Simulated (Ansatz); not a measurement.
```tsv
atom	x (Å)	y (Å)	z (Å)
Cl	0.0376	-0.0252	-0.5477
F	-0.0140	-0.0448	1.0919
```

Basis set: cc-pVDZ (spherical functions). Frozen core: 6 orbitals. Charge 0, multiplicity 1.

Computed with Ansatz (development build ahead of 0.2.0); each method stands on the lowest determinant of its kind that the runs found. Restricted open shells among the atoms or ions are ROHF, correlated in semicanonical orbitals with singles.

(1) Give the atomization energy at this shape (free ground-state atoms in the same class of orbitals less the molecule, no zero-point energy) of singlet ClF by RHF-MP2, RHF.

Results:

(1)

```
 method  atomization energy
RHF-MP2             2.00 eV
    RHF             0.14 eV
```
